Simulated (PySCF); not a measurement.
PySCF input:

```python
from pyscf import gto, scf, dft

mol = gto.M(
    atom='''
    C    -1.53205364    0.20257024   -0.14305090
    C    -0.28429961   -0.60302195   -0.43480318
    N     0.84794030   -0.05271356    0.13938803
    C     1.79065501    0.38217537    0.69526916
    H    -1.49562287    1.27735800   -0.43847381
    H    -1.77492695    0.19674215    0.92748200
    H    -2.38894340   -0.24060284   -0.66361594
    H    -0.12189952   -0.75484431   -1.50559893
    ''',
    basis='def2-tzvpd',
    charge=-1,
    spin=0,
    verbose=4,
)

mf = scf.RHF(mol).density_fit(auxbasis='def2-universal-jkfit')
mf.conv_tol = 1e-9
mf.max_cycle = 100
mf.max_memory = 1500
mf.kernel()
if not mf.converged:
    mf = mf.newton()
    mf.kernel(mf.make_rdm1())
mf.analyze()
```

### Question
What final total energy does it print?

### Answer
-170.34890 Eh (HF/def2-TZVPD).

It need not be the lowest isomer of its formula. Whether it binds its extra electron was not tested at this geometry.
